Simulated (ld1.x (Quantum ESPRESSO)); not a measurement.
## Transferability test, PAW potential for Cu

ld1.x (Quantum ESPRESSO) 7.5 input, shortened:

```
&input
   title='Cu', zed=29., rel=2, dft='PBE', iswitch=3,
   config='[Ar] 3d10 4s0 4p0', rel_dist='average'
 /
 &inputp
   pseudotype=3, lpaw=.true., tm=.true., lloc=-1, rcloc=1.10,
   nlcc=.true., new_core_ps=.true., rcore=0.85,
   which_augfun='PSQ', rmatch_augfun_nc=.true.
 /
6
3S  1  0   2.00   0.00  0.95  1.10  0.0
4S  2  0   0.00   0.00  0.95  1.10  0.0
3P  2  1   6.00   0.00  1.25  1.35  0.0
4P  3  1   0.00   0.00  1.25  1.35  0.0
3D  3  2  10.00   0.00  0.95  1.20  0.0
3D  3  2   0.00  -0.30  0.95  1.20  0.0
 &test
   configts(1)='3s2 3p6 3d10 4s0 4p0'
 /
```

Open shells are filled in proportion to 2j + 1 (rel_dist='average').

Energies are relative to the spin-unpolarised reference configuration 3s2 3p6 3d10 4s0 4p0; without spin polarisation the order of configurations can differ from experiment. The frozen-core shift is the all-electron ΔE with the core orbitals held at their reference shape minus the fully relaxed ΔE.

```csv
valence configuration,charge,ΔE all-electron (eV),error AE − PS (meV),frozen-core shift (meV)
3s2 3p6 3d10 4s1 4p0,0,-8.149,-0.2,0.0
3s2 3p6 3d9 4s0 4p0,+2,21.333,+1.9,+0.1
3s2 3p6 3d8 4s0 4p0,+3,60.353,+9.7,+0.3
3s2 3p6 3d9 4s1 4p0,+1,3.430,+1.2,+0.2
3s2 3p6 3d10 4s0 4p1,0,-4.012,0.0,0.0
3s2 3p6 3d9 4s2 4p0,0,-6.178,+0.9,+0.3
3s2 3p5 3d10 4s1 4p0,+1,71.412,-2.5,+4.7
```

The ghost test of this file was not conclusive.
